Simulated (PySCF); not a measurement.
First SCF of a structure search on quintet PdSe₂, at a hand-made end-on geometry. PySCF input:

```python
from pyscf import gto, scf, dft
mol = gto.M(atom='''
Pd     0.000000     0.000000     0.000000
Se     0.000000     0.000000     2.430800
Se     2.035800     0.000000     3.600800''',
    basis={'Pd': 'def2-SVP', 'Se': 'def2-SVP'},
    ecp={'Pd': 'def2-SVP'},
    charge=0, spin=4)
mf = dft.UKS(mol, xc='PBE0')
mf.grids.atom_grid = (50, 194)
aux = {'Pd': 'def2-universal-JKFIT', 'Se': 'def2-universal-JKFIT'}
mf = mf.density_fit(auxbasis=aux)
mf.conv_tol = 1e-08
mf.diis_space = 10
mf.max_cycle = 60
mf.init_guess = 'minao'
mf.verbose = 4
mf.kernel()
```

Excerpt of the output (cycles alone):

```
init E= -4917.2369557221
cycle= 1 E= -4927.997921254  delta_E= -10.8  |g|= 1.44  |ddm|= 3.28
cycle= 2 E= -4893.90553961182  delta_E= 34.1  |g|= 4.73  |ddm|= 11.1
cycle= 3 E= -4929.55472949527  delta_E= -35.6  |g|= 0.466  |ddm|= 10.7
cycle= 4 E= -4928.3508496396  delta_E=  1.2  |g|= 1.29  |ddm|= 2.55
cycle= 5 E= -4929.12595235563  delta_E= -0.775  |g|= 0.851  |ddm|= 0.833
cycle= 6 E= -4929.56322097828  delta_E= -0.437  |g|= 0.461  |ddm|= 0.723
cycle= 7 E= -4929.67283785647  delta_E= -0.11  |g|= 0.286  |ddm|= 0.494
cycle= 8 E= -4929.72147326025  delta_E= -0.0486  |g|= 0.158  |ddm|= 0.259
cycle= 9 E= -4929.74132163375  delta_E= -0.0198  |g|= 0.0469  |ddm|= 0.481
cycle= 10 E= -4929.74327509247  delta_E= -0.00195  |g|= 0.00981  |ddm|= 0.0749
cycle= 11 E= -4929.74347455413  delta_E= -0.000199  |g|= 0.00502  |ddm|= 0.0335
cycle= 12 E= -4929.74360768967  delta_E= -0.000133  |g|= 0.00407  |ddm|= 0.0302
cycle= 13 E= -4929.74369829175  delta_E= -9.06e-05  |g|= 0.00416  |ddm|= 0.0218
... 24 lines left out ...
cycle= 38 E= -4929.74148818614  delta_E= 2.94e-05  |g|= 0.00127  |ddm|= 0.0272
cycle= 39 E= -4929.74144649996  delta_E= 4.17e-05  |g|= 0.00103  |ddm|= 0.0495
cycle= 40 E= -4929.74142290943  delta_E= 2.36e-05  |g|= 0.00145  |ddm|= 0.0477
cycle= 41 E= -4929.74141934953  delta_E= 3.56e-06  |g|= 0.000428  |ddm|= 0.0374
cycle= 42 E= -4929.74141958019  delta_E= -2.31e-07  |g|= 0.00013  |ddm|= 0.0025
cycle= 43 E= -4929.74141968288  delta_E= -1.03e-07  |g|= 0.000207  |ddm|= 0.00352
cycle= 44 E= -4929.74141961866  delta_E= 6.42e-08  |g|= 0.000117  |ddm|= 0.00299
cycle= 45 E= -4929.74141960949  delta_E= 9.18e-09  |g|= 5.86e-05  |ddm|= 0.00151
Extra cycle  E= -4929.74141959655  delta_E= 1.29e-08  |g|= 0.000143  |ddm|= 0.000354
converged SCF energy = -4929.74141959655  <S^2> = 6.008065  2S+1 = 5.003225
```

This is not the lowest solution: another start and a stability analysis within the same unrestricted form found one 28.1 kJ/mol lower, at -4929.75213 Eh.

Open d and f shells are described by one determinant, and the ground state may have another occupation or spin.

The search for the lowest solution, 3 starts and the stability check together, took 26 s on 2 threads of a shared Arm Neoverse V2 host, with 95 basis functions; the process peaked at 0.46 GiB. Launch command: `OMP_NUM_THREADS=2 python axn.py task.json out`.
